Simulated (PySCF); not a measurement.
## Diatomics of Si with group 13

PBE0 with triple-zeta basis sets in PySCF, for the lowest determinant that a PBE0 search found; no spin–orbit coupling. De refers to high-spin ground-configuration atoms. A positive dipole means M(−)Si(+).

```json
{"M": "B", "basis": "def2-TZVPP", "state (unpaired electrons)": "quartet (σ ↑, π ↑↑)", "Re (Å)": "1.904", "ωe (cm⁻¹)": "772", "De (eV)": "3.56", "μ (D)": "0.48"}
{"M": "Al", "basis": "def2-TZVPP", "state (unpaired electrons)": "quartet (σ ↑, π ↑↑)", "Re (Å)": "2.416", "ωe (cm⁻¹)": "380", "De (eV)": "2.64", "μ (D)": "-1.33"}
{"M": "Ga", "basis": "def2-TZVPP", "state (unpaired electrons)": "quartet (σ ↑, π ↑↑)", "Re (Å)": "2.418", "ωe (cm⁻¹)": "306", "De (eV)": "2.56", "μ (D)": "-1.35"}
{"M": "In", "basis": "x2c-TZVPPall", "state (unpaired electrons)": "quartet (σ ↑, π ↑↑)", "Re (Å)": "2.607", "ωe (cm⁻¹)": "263", "De (eV)": "2.36", "μ (D)": "-2.03"}
{"M": "Tl", "basis": "def2-TZVPP", "state (unpaired electrons)": "quartet (σ ↑, π ↑↑)", "Re (Å)": "2.658", "ωe (cm⁻¹)": "235", "De (eV)": "2.26", "μ (D)": "-2.49"}
```

The shortest bond is that of SiB (1.904 Å), the longest that of TlSi (2.658 Å).

The rows differ in basis set, which adds steps of its own.

Down a group the atoms grow and get heavier, so bonds lengthen and wavenumbers fall; this series shows no clear exception.

These are scalar-relativistic numbers at best; spin–orbit coupling would shift them, the dissociation energy most. States were picked by a PBE0 search and need not be the measured ground states.
